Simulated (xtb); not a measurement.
C$_{5}$H$_{5}$N, triplet, at a GFN2-xTB geometry (a higher spin typed on purpose: for a closed-shell molecule this is an excited state), atoms displaced at random by about 0.1 Å a coordinate; GFN2-xTB (xtb 6.7.1).

Input for xtb:
```
$ xtb mol.xyz --gfn 2 --uhf 2 --opt loose --json

# file mol.xyz
11

C     -0.45240093     1.30684472    -0.02815684
C     -1.17332833     0.11682140    -0.10111063
C     -0.98072336    -1.18255962    -0.18659653
N      0.40754280    -1.27810956    -0.04457921
C      1.29066175    -0.19064232     0.13687028
C      1.10961860     0.95733497     0.20447872
H     -0.74247590     2.34708079     0.16302396
H     -2.34945849     0.41619400    -0.13156440
H     -1.40379598    -1.96531285    -0.34347104
H      2.30242806    -0.51303406     0.44420534
H      1.74034649     1.91750714     0.42277546
```

It wrote (shortened):

```
   ID    Z sym.   atoms
    1    6 C      1-3, 5, 6
    2    7 N      4
    3    1 H      7-11

           -------------------------------------------------
          |                Calculation Setup                |
           -------------------------------------------------

           -------------------------------------------------
          |                 G F N 2 - x T B                 |
           -------------------------------------------------

          ...................................................
          :                      SETUP                      :
          :.................................................:
          :  # basis functions                  29          :
          :  # atomic orbitals                  29          :
          :  # shells                           17          :
          :  # electrons                        30          :
          :  max. iterations                   250          :
          :  Hamiltonian                  GFN2-xTB          :
          :  restarted?                      false          :
          :  GBSA solvation                  false          :
          :  PC potential                    false          :
          :  electronic temp.          300.0000000     K    :
          :  accuracy                    1.0000000          :
          :  -> integral cutoff          0.2500000E+02      :
          :  -> integral neglect         0.1000000E-07      :
          :  -> SCF convergence          0.1000000E-05 Eh   :
          :  -> wf. convergence          0.1000000E-03 e    :
          :  Broyden damping             0.4000000          :
          :  net charge                          0          :
          :  unpaired electrons                  2          :
          ...................................................

 iter      E             dE          RMSdq      gap      omega  full diag
   1    -16.2101936 -0.162102E+02  0.451E+00    2.48       0.0  T
   2    -16.1617596  0.484339E-01  0.388E+00    2.41       1.0  T
   3    -16.2200383 -0.582787E-01  0.227E+00    2.39       1.0  T
   4    -16.2572912 -0.372529E-01  0.645E-01    2.42       1.0  T
   5    -16.2607974 -0.350625E-02  0.164E-01    2.37       1.0  T
   6    -16.2608132 -0.157825E-04  0.977E-02    2.37       1.0  T
   7    -16.2608394 -0.261377E-04  0.413E-02    2.38       1.0  T
   8    -16.2608492 -0.982517E-05  0.803E-03    2.37       3.8  T
   9    -16.2608494 -0.189866E-06  0.247E-03    2.37      12.2  T
  10    -16.2608494 -0.788869E-09  0.148E-03    2.37      20.4  T
  11    -16.2608494 -0.232401E-07  0.230E-04    2.37     131.0  T
  12    -16.2608494 -0.213504E-09  0.133E-04    2.37     227.4  T

   *** convergence criteria satisfied after 12 iterations ***

 transition dipole moment (au) for excitation:          15          16
     X       Y       Z
   0.0432  -0.0331  -0.0650  total (au/Debye):    0.085   0.216
 dE (eV)             :    2.727
 oscillator strength :  0.67924E-03

         :::::::::::::::::::::::::::::::::::::::::::::::::::::
         ::                     SUMMARY                     ::
         :::::::::::::::::::::::::::::::::::::::::::::::::::::
         :: total energy             -15.882801164139 Eh    ::
         :: gradient norm              0.608452705853 Eh/a0 ::
         :: HOMO-LUMO gap              2.370933497274 eV    ::
         ::.................................................::
         :: SCC energy               -16.260844837827 Eh    ::
         :: -> isotropic ES            0.008356327941 Eh    ::
         :: -> anisotropic ES          0.002640283709 Eh    ::
         :: -> anisotropic XC          0.013084926732 Eh    ::
         :: -> dispersion             -0.007132608702 Eh    ::
         :: repulsion energy           0.378043673688 Eh    ::
         :: add. restraining           0.000000000000 Eh    ::
         :: total charge               0.000000000000 e     ::
         :::::::::::::::::::::::::::::::::::::::::::::::::::::

      -----------------------------------------------------------
     |                   =====================                   |
     |                        A N C O P T                        |
     |                   =====================                   |
     |               Approximate Normal Coordinate               |
     |                Rational Function Optimizer                |
      -----------------------------------------------------------
      -----------------------------------------------------------
     |                   =====================                   |
     |                        A N C O P T                        |
     |                   =====================                   |
     |               Approximate Normal Coordinate               |
     |                Rational Function Optimizer                |
      -----------------------------------------------------------

          ...................................................
          :                      SETUP                      :
          :.................................................:
          :   optimization level             loose          :
          :   max. optcycles                   200          :
          :   ANC micro-cycles                  20          :
          :   degrees of freedom                27          :
          :.................................................:
          :   RF solver                   davidson          :
          :   write xtbopt.log                true          :
          :   linear?                        false          :
          :   energy convergence         0.5000000E-04 Eh   :
          :   grad. convergence          0.4000000E-02 Eh/α :
          :   maxmium RF displ.          1.0000000          :
          :   Hlow (freq-cutoff)         0.1000000E-01      :
          :   Hmax (freq-cutoff)         5.0000000          :
          :   S6 in model hess.         20.0000000          :
[...]
 * total energy  :   -15.8828012 Eh     change       -0.3624123E-10 Eh
 * total energy  :   -15.9863186 Eh     change       -0.1035174E+00 Eh
 * total energy  :   -16.0094972 Eh     change       -0.2317860E-01 Eh
 * total energy  :   -16.0143324 Eh     change       -0.4835183E-02 Eh
 * total energy  :   -16.0156771 Eh     change       -0.1344706E-02 Eh
 * total energy  :   -16.0167575 Eh     change       -0.1080427E-02 Eh
 * total energy  :   -16.0172323 Eh     change       -0.4748246E-03 Eh
 * total energy  :   -16.0175370 Eh     change       -0.3046830E-03 Eh
 * total energy  :   -16.0176041 Eh     change       -0.6710076E-04 Eh
 * total energy  :   -16.0176317 Eh     change       -0.2755990E-04 Eh
   *** GEOMETRY OPTIMIZATION CONVERGED AFTER 10 ITERATIONS ***
         :: total energy             -16.017631666271 Eh    ::
[...]
         :: SCC energy               -16.295236847855 Eh    ::
         :: -> isotropic ES            0.005394221805 Eh    ::
         :: -> anisotropic ES          0.002679408848 Eh    ::
         :: -> anisotropic XC          0.011596524944 Eh    ::
         :: -> dispersion             -0.007166685854 Eh    ::
         :: repulsion energy           0.277605181584 Eh    ::
         :: add. restraining           0.000000000000 Eh    ::
         :: total charge               0.000000000304 e     ::
         :::::::::::::::::::::::::::::::::::::::::::::::::::::

           -------------------------------------------------
          |                Property Printout                |
           -------------------------------------------------

    * Orbital Energies and Occupations

         #    Occupation            Energy/Eh            Energy/eV
      -------------------------------------------------------------
         1        2.0000           -0.6544176             -17.8076
       ...           ...                  ...                  ...
         4        2.0000           -0.5806485             -15.8003
         5        2.0000           -0.5745104             -15.6332
         6        2.0000           -0.5338052             -14.5256
         7        2.0000           -0.5064668             -13.7817
         8        2.0000           -0.5003686             -13.6157
         9        2.0000           -0.4943712             -13.4525
        10        2.0000           -0.4870998             -13.2547
        11        2.0000           -0.4600386             -12.5183
        12        2.0000           -0.4341224             -11.8131
        13        2.0000           -0.4133974             -11.2491
        14        2.0000           -0.4114157             -11.1952
        15        1.0000           -0.3866176             -10.5204
        16        1.0000           -0.2437272              -6.6322 (HOMO)
        17        0.0000           -0.2238598              -6.0915 (LUMO)
        18                         -0.1040064              -2.8302
        19                          0.1049763               2.8566
        20                          0.1346381               3.6637
        21                          0.1532718               4.1707
        22                          0.1619766               4.4076
        23                          0.1967870               5.3548
        24                          0.3056636               8.3175
        25                          0.3868116              10.5257
        26                          0.4259779              11.5914
        27                          0.4355663              11.8524
       ...                                ...                  ...
        29                          0.6272784              17.0691
      -------------------------------------------------------------
                  HL-Gap            0.0198674 Eh            0.5406 eV
             Fermi-level           -0.3163773 Eh           -8.6091 eV

     #   Z          covCN         q      C6AA      α(0)
     1   6 C        2.919    -0.090    30.256     9.020
     2   6 C        2.912    -0.028    28.711     8.786
     3   6 C        2.856     0.021    27.543     8.602
     4   7 N        1.849    -0.141    24.835     7.386
     5   6 C        2.857     0.030    27.330     8.569
     6   6 C        2.912    -0.033    28.833     8.805
     7   1 H        0.926     0.043     2.407     2.426
     8   1 H        0.926     0.045     2.378     2.412
     9   1 H        0.926     0.054     2.271     2.357
    10   1 H        0.926     0.056     2.244     2.343
    11   1 H        0.926     0.044     2.400     2.423

 Mol. C6AA /au·bohr⁶  :       1545.296476
 Mol. C8AA /au·bohr⁸  :      37442.004373
 Mol. α(0) /au        :         63.127715

Wiberg/Mayer (AO) data.
largest (>0.10) Wiberg bond orders for each atom

 ---------------------------------------------------------------------------
     #   Z sym  total        # sym  WBO       # sym  WBO       # sym  WBO
 ---------------------------------------------------------------------------
     1   6 C    3.820 --     2 C    1.310     6 C    1.270     7 H    0.930
                             4 N    0.134
     2   6 C    3.970 --     3 C    1.490     1 C    1.310     8 H    0.948
     3   6 C    3.928 --     2 C    1.490     4 N    1.288     9 H    0.941
     4   7 N    3.072 --     5 C    1.308     3 C    1.288     1 C    0.134
                             6 C    0.115
     5   6 C    3.946 --     6 C    1.510     4 N    1.308    10 H    0.937
     6   6 C    3.966 --     5 C    1.510     1 C    1.270    11 H    0.951
                             4 N    0.115
     7   1 H    0.997 --     1 C    0.930
     8   1 H    0.998 --     2 C    0.948
     9   1 H    0.996 --     3 C    0.941
    10   1 H    0.996 --     5 C    0.937
    11   1 H    0.998 --     6 C    0.951
 ---------------------------------------------------------------------------

Topologies differ in total number of bonds
Writing topology from bond orders to xtbtopo.mol

molecular dipole:
                 x           y           z       tot (Debye)
 q only:       -0.025       0.098       0.008
   full:       -0.033       0.135       0.017       0.355
molecular quadrupole (traceless):
                xx          xy          yy          xz          yz          zz
 q only:        2.416       1.119      -0.709       0.645       0.243      -1.707
  q+dip:        4.409       1.471       0.442       1.364       0.632      -4.851
   full:        3.579       1.419      -0.375       1.025       0.425      -3.205

optimized geometry written to: xtbopt.xyz

           -------------------------------------------------
          | TOTAL ENERGY              -16.017631666271 Eh   |
          | GRADIENT NORM               0.003130193029 Eh/α |
          | HOMO-LUMO GAP               0.540620236009 eV   |
           -------------------------------------------------
```
